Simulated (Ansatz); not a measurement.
Relaxation of GeH$_{10}$N$_{2}$Si$_{2}$ (15 atoms, charge 0, multiplicity 1), to a largest force component of 0.015 eV/Å in at most 40 steps.

Computed with RKS BHLYP-D4/def2-SVP (Ansatz).

```xyz
15
Properties=species:S:1:pos:R:3
N -0.049 2.311 1.138
Si -0.572 0.661 1.462
Si 0.855 -0.718 0.466
N 1.067 -0.349 -1.276
Ge -0.532 -1.065 -2.104
H -0.755 2.730 0.397
H 0.877 2.327 0.688
H -1.878 0.433 0.927
H -0.557 0.446 2.956
H 2.211 -0.512 1.114
H 0.469 -2.116 0.715
H 1.822 -0.898 -1.625
H -1.839 -0.274 -1.602
H -0.691 -2.555 -1.737
H -0.420 -0.900 -3.618
```

Problem. Where does it end, and by what steps?

Solution. The run converged. After 38 steps the energy has fallen by 1.064 eV; H15 moved furthest, 1.80 Å.

```
step  energy less start (eV)  largest force component (eV/Å)  accepted
   0                  0.0000                           2.779       yes
   2                 -0.7374                           0.802       yes
   4                 -0.8808                           0.314       yes
   6                 -0.8153                           0.719        no
   8                 -0.9287                           0.097       yes
  10                 -0.9376                           0.399        no
  12                 -0.9539                           0.119       yes
  14                 -0.9634                           0.610       yes
  16                 -0.9621                           0.307        no
  18                 -0.9967                           0.207       yes
  20                 -1.0014                           0.043       yes
  22                 -1.0058                           0.095       yes
  24                 -1.0073                           0.130       yes
  26                 -1.0173                           0.158       yes
  28                 -1.0280                           0.163       yes
  30                 -1.0506                           0.109       yes
  32                 -1.0593                           0.084       yes
  34                 -1.0589                           0.400        no
  36                 -1.0624                           0.141       yes
  38                 -1.0635                           0.008       yes
```

```xyz
15
Properties=species:S:1:pos:R:3
N -0.436 1.849 0.184
Si -0.429 0.699 1.480
Si 1.016 -1.010 0.779
N 0.849 -1.171 -0.937
Ge -0.518 -0.682 -2.064
H -1.142 2.566 0.132
H 0.434 2.178 -0.202
H -1.826 0.231 1.654
H 0.006 1.221 2.808
H 2.420 -0.645 1.111
H 0.738 -2.265 1.532
H 1.570 -1.703 -1.400
H -1.827 -0.641 -1.279
H -0.594 -1.768 -3.149
H -0.255 0.664 -2.748
```

Whether the end is a true minimum wasn't checked by a vibrational analysis.

The run took 4.7 min on 2 threads of Arm Neoverse V1, with other jobs on the host, peak memory 0.46 GiB.
